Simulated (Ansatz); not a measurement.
Born–Oppenheimer molecular dynamics of CH$_{10}$FNOSi (15 atoms, charge 0, multiplicity 1). It starts from a rough guess of a transition structure, not a stationary point.

Level of theory: UKS PBE0-D4/STO-3G in Ansatz 0.2.0.

```json
{
 "ensemble": "NVE (velocity Verlet)",
 "time step": "0.5 fs",
 "steps asked": "150",
 "starting velocities drawn for": "100 K",
 "seed": "374730"
}
```

First frame:

```xyz
15
Properties=species:S:1:pos:R:3
Si -0.803 -0.490 -0.744
C 1.347 -0.170 -0.727
H -0.890 0.053 -2.127
H -1.070 -1.911 -0.913
N -1.777 0.717 -0.008
H -0.037 -0.167 1.649
F -0.574 -1.117 1.145
H 0.901 0.490 0.423
O 0.737 0.841 1.640
H 1.799 0.781 -1.013
H 2.026 -0.749 -0.098
H 1.356 -0.728 -1.662
H -2.163 0.599 0.912
H -2.384 1.266 -0.587
H 1.532 0.585 2.110
```

(1) How far do the bonds stretch over the last three quarters of this one trajectory? (Pairs bonded in most of those frames.)

## Answers

(1) 
| bond | mean (Å) | spread (Å) | shortest | longest |
| --- | --- | --- | --- | --- |
| Si1–C2 | 1.884 | 0.088 | 1.77 | 2.03 |
| Si1–H3 | 1.457 | 0.024 | 1.42 | 1.50 |
| Si1–H4 | 1.450 | 0.007 | 1.44 | 1.46 |
| Si1–N5 | 1.804 | 0.056 | 1.72 | 1.89 |
| Si1–F7 | 2.058 | 0.099 | 1.94 | 2.25 |
| C2–H10 | 1.099 | 0.021 | 1.06 | 1.14 |
| C2–H11 | 1.096 | 0.013 | 1.07 | 1.12 |
| C2–H12 | 1.099 | 0.027 | 1.06 | 1.14 |
| N5–H13 | 1.048 | 0.020 | 1.01 | 1.08 |
| N5–H14 | 1.048 | 0.029 | 0.99 | 1.10 |
| H6–F7 | 1.038 | 0.063 | 0.93 | 1.13 |
| H8–O9 | 1.032 | 0.055 | 0.91 | 1.16 |
| O9–H15 | 1.052 | 0.104 | 0.88 | 1.21 |

Mean temperature of the second half: 869 K. The conserved energy stayed within 1.5 meV per atom of its start (net change 0.045 meV per atom), so the integration is sound. The system heated up, since it started high on the potential surface and ran downhill. A run of 0.075 ps of so small a system gives no equilibrium averages. The orbitals stay closed-shell, which can raise the energy where a bond breaks towards radicals; this wasn't checked here. Limits of this set-up: minimal basis.

Time of the run: 5.4 min on 1 CPU thread of a shared host.
